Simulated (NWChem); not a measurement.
System meant: GeI4; SMILES [I][Ge]([I])([I])[I]

The following NWChem deck was run.

```
start job
memory heap 200 mb stack 900 mb global 1100 mb
geometry units angstroms noautoz
  I     -1.450862     1.450862    -1.450864
  Ge     0.000000     0.000000     0.000000
  I      1.450862    -1.450862    -1.450864
  I     -1.450862    -1.450862     1.450864
  I      1.450862     1.450862     1.450864
end
basis spherical
  * library def2-svp
end
ecp
  I library def2-ecp
end
dft
  xc b3lyp
  iterations 4
  mulliken
end
task dft energy
```

End of the output:

```
    Atom       Charge   Shell Charges
 -----------   ------   -------------------------------------------------------
    1 I   25    24.94   1.25  0.73  1.07  0.79  2.77  3.18  2.50  2.60  9.48  0.56
    2 Ge  32    32.23   2.00  2.00  1.94  0.91  0.41  5.99  5.81  1.26  1.32  7.80  2.05  0.73
    3 I   25    24.94   1.25  0.73  1.07  0.79  2.77  3.18  2.50  2.60  9.48  0.56
    4 I   25    24.94   1.25  0.73  1.07  0.79  2.77  3.18  2.50  2.60  9.48  0.56
    5 I   25    24.94   1.25  0.73  1.07  0.79  2.77  3.18  2.50  2.60  9.48  0.56

 center of mass
 --------------
 x =   0.00000000 y =   0.00000000 z =   0.00000000

 moments of inertia (a.u.)
 ------------------
        7631.386693510893           0.000000000000           0.000000000000
           0.000000000000        7631.386693510893           0.000000000000
           0.000000000000           0.000000000000        7631.376173721370

     Multipole analysis of the density
     ---------------------------------

     L   x y z        total         alpha         beta         nuclear
     -   - - -        -----         -----         ----         -------
     0   0 0 0     -0.000000    -66.000000    -66.000000    132.000000

     1   1 0 0     -0.000000     -0.000000     -0.000000      0.000000
     1   0 1 0     -0.000000     -0.000000     -0.000000      0.000000
     1   0 0 1      0.000000      0.000000      0.000000      0.000000

     2   2 0 0    -90.836218   -421.272725   -421.272725    751.709232
     2   1 1 0     -0.000000     -0.000000     -0.000000      0.000000
     2   1 0 1      0.000000      0.000000      0.000000      0.000000
     2   0 2 0    -90.836218   -421.272725   -421.272725    751.709232
     2   0 1 1     -0.000000     -0.000000     -0.000000      0.000000
     2   0 0 2    -90.836196   -421.273750   -421.273750    751.711304

 ------------------------------------------------------------------------
 dft energy failed                                                                                  0
 ------------------------------------------------------------------------
 ------------------------------------------------------------------------
  current input line :
    21: task dft energy
 ------------------------------------------------------------------------
 ------------------------------------------------------------------------
 This type of error is most commonly associated with calculations not reaching convergence criteria
 ------------------------------------------------------------------------
 For more information see the NWChem manual at https://nwchemgit.github.io

0:dft energy failed:Received an Error in Communication
```

Find the fault in this run and fix the input.

The run did not converge; its last values are not results. Cause: the SCF was allowed too few iterations. This input runs:
```
start job
memory heap 200 mb stack 900 mb global 1100 mb
geometry units angstroms noautoz
  I     -1.450862     1.450862    -1.450864
  Ge     0.000000     0.000000     0.000000
  I      1.450862    -1.450862    -1.450864
  I     -1.450862    -1.450862     1.450864
  I      1.450862     1.450862     1.450864
end
basis spherical
  * library def2-svp
end
ecp
  I library def2-ecp
end
dft
  xc b3lyp
  iterations 150
  mulliken
end
task dft energy
```
It converges to -3268.12015 Ha (B3LYP/def2-SVP with def2 effective core potentials on I).
